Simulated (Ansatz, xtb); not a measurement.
## Relative energy of two isomers of C3H11BrSi2

Structure X: `CCC[Si@H]([SiH3])Br`, a singlet. Structure Y: `CC[Si@H](C)[SiH2]Br`, a singlet. Both are isolated molecules in the gas phase, relaxed with PBE0-D3(BJ)/def2-SVP, each in the lowest conformer that the search found.

Q: Which of the two would you expect CCSD(T)/def2-SVP + ΔMP2/def2-TZVPP electronic energies to favour?

A: Structure Y; the calculation gives E(Y) − E(X) = −0.336 eV.

The same difference at several levels:

```tsv
level	geometry	E(Y) − E(X) (eV)	departure from the last row (eV)	job, with rough time for the two
GFN2-xTB	GFN2-xTB	+0.187	+0.523	optimisation, 0.36 s
HF/STO-3G	GFN2-xTB	−0.337	−0.001	single point, 0.58 s
r2SCAN-D4/def2-SVP	GFN2-xTB	−0.331	+0.005	single point, 5 s
PBE0-D3(BJ)/def2-SVP	PBE0-D3(BJ)/def2-SVP	−0.333	+0.003	optimisation, 70 s
HF/def2-SVP	PBE0-D3(BJ)/def2-SVP	−0.255	+0.081	part of the CCSD(T) run
MP2/def2-SVP	PBE0-D3(BJ)/def2-SVP	−0.277	+0.059	part of the CCSD(T) run
CCSD(T)/def2-SVP	PBE0-D3(BJ)/def2-SVP	−0.245	+0.091	single point
CCSD(T)/def2-SVP + ΔMP2/def2-TZVPP	PBE0-D3(BJ)/def2-SVP	−0.336		single point, 2.1 min
```

As drawn, Y has 1 C–Si, 1 C–H in place of 1 C–C, 1 Si–H.

GFN2-xTB puts the two in the other order. The largest departure from CCSD(T)/def2-SVP + ΔMP2/def2-TZVPP is that of GFN2-xTB, 0.523 eV. The last row adds to CCSD(T) the change of the MP2 difference between the two basis sets, here −0.091 eV.

With thermal terms from frequencies at re-optimised GFN2-xTB minima (ideal gas, soft modes damped towards free rotors, one conformer each, 298.15 K, 1 atm): on the last row, ΔE + ΔZPE = −0.299, ΔH = −0.294, ΔG = −0.297 eV.

The correlated steps freeze 22 core orbitals; the filled d shell of Br is correlated, in a basis made for valence electrons. Codes used: Ansatz 0.2.0, xtb 6.7.1; the last row on 4 threads of Arm Neoverse V1 on a shared host.
